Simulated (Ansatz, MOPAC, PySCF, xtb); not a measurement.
Torsion O1–Ge2–Si3–H5 in GeH4OSi (SMILES [OH][Ge][SiH3]); at each angle all else is relaxed with GFN2-xTB, and the levels are single points there.
Geometry at 120° (charge 0, multiplicity 1):
```xyz
7

O      2.25937    -0.10882    -0.26122
Ge     1.15558    -1.30132     0.43840
Si    -0.95562    -0.03031     0.35379
H      2.06218     0.77236    -0.57439
H     -1.99790    -0.67948    -0.45858
H     -1.58373     0.15221     1.67268
H     -0.86201     1.33652    -0.19816
```

On the grid 0° to 120°, 60° is the highest and 120° the lowest point at MP2/CBS(def2-TZVPP, def2-QZVPP) + ΔCCSD(T)/def2-TZVPP.

Cores are frozen in the correlated methods. Filled d and f shells under p-block atoms count as core. Rows in 3-21G, 6-31G*, LANL2DZ carry no dispersion term and start afresh at each structure (6-31G* with six Cartesian d functions); the Pople sets are all-electron and without relativity. MP2/6-31G* freezes PySCF's default core, which leaves 3d correlated. LANL2DZ brings its own core potentials from Na on. The state that PM6 reach isn't checked.

Programs: Ansatz (an electronic-structure program); MOPAC for PM6 (differences of heats of formation); PySCF for 3-21G rows, 6-31G* rows, LANL2DZ rows, the dispersion terms; xtb for the GFN methods. 

```json
[
 {"level": "PM6", "energy at 60° less that at 120° (kcal/mol)": "0.34"},
 {"level": "GFN2-xTB", "energy at 60° less that at 120° (kcal/mol)": "-0.10"},
 {"level": "HF/3-21G", "energy at 60° less that at 120° (kcal/mol)": "-0.13"},
 {"level": "BLYP-D4/def2-TZVPP", "energy at 60° less that at 120° (kcal/mol)": "0.23"},
 {"level": "B3LYP/6-31G*", "energy at 60° less that at 120° (kcal/mol)": "0.02"},
 {"level": "B3LYP/LANL2DZ", "energy at 60° less that at 120° (kcal/mol)": "___"},
 {"level": "B3LYP-D3(BJ)/def2-TZVPP", "energy at 60° less that at 120° (kcal/mol)": "0.22"},
 {"level": "MP2/6-31G*", "energy at 60° less that at 120° (kcal/mol)": "-0.01"},
 {"level": "MP2/def2-SVP", "energy at 60° less that at 120° (kcal/mol)": "-0.07"}
]
```

**Question.** Fill in the missing entries.

**Answer.** 
- B3LYP/LANL2DZ, energy at 60° less that at 120° (kcal/mol): 0.15
